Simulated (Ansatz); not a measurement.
`COB(N)O[SiH3]` + `C[NH][InH2]` → `C[N](C)[InH2]` + `NB(O)O[SiH3]`  (substitution at a C–O bond)

Program: Ansatz. Geometries: PBE0-D4/def2-TZVP. ΔE: electronic, gas phase. CBS: MP2 limit from def2 TZ/QZ plus the TZ coupled-cluster correction, frozen cores. Functionals use def2-TZVPP. B3LYP here is the variant with VWN-RPA as its local correlation; programs differ in this. def2 core potentials past Kr. For In outer-core shells are correlated without core-valence functions, which leaves a few kJ/mol of doubt a bond. One conformer a species, not always the lowest.

| level | ΔE (kJ/mol) | difference from CCSD(T)/CBS |
| --- | --- | --- |
| PBE-D4 | -27.1 | 2.0 |
| PBE0-D4 | -26.1 | 3.0 |
| B3LYP-D4 | -21.9 | 7.2 |
| ωB97X-V | -22.2 | 6.9 |
| B2PLYP | -24.3 | 4.8 |
| PBE | -25.9 | 3.2 |
| r2SCAN | -26.0 | 3.1 |
| PBE0 | -25.2 | 3.9 |
| B3LYP | -19.7 | 9.4 |
| SCS-MP2/def2-TZVPP | -28.2 | 0.9 |
| CCSD(T)/def2-TZVPP | -28.2 | 0.9 |
| HF/def2-QZVPP | -12.5 | 16.6 |
| MP2/def2-QZVPP | -34.0 | -4.9 |
| SCS-MP2/def2-QZVPP | -28.6 | 0.5 |
| HF/CBS(def2) | -12.5 | 16.6 |
| CCSD/CBS(def2) | -26.9 | 2.2 |
| CCSD(T)/CBS | -29.1 | 0 |

Largest T1 diagnostic among the species: 0.017.

In def2-TZVPP, CCSD(T) changes the Hartree–Fock value by −15.4 kJ/mol (the triples alone add −2.1 kJ/mol) and MP2 by −20.8 kJ/mol.
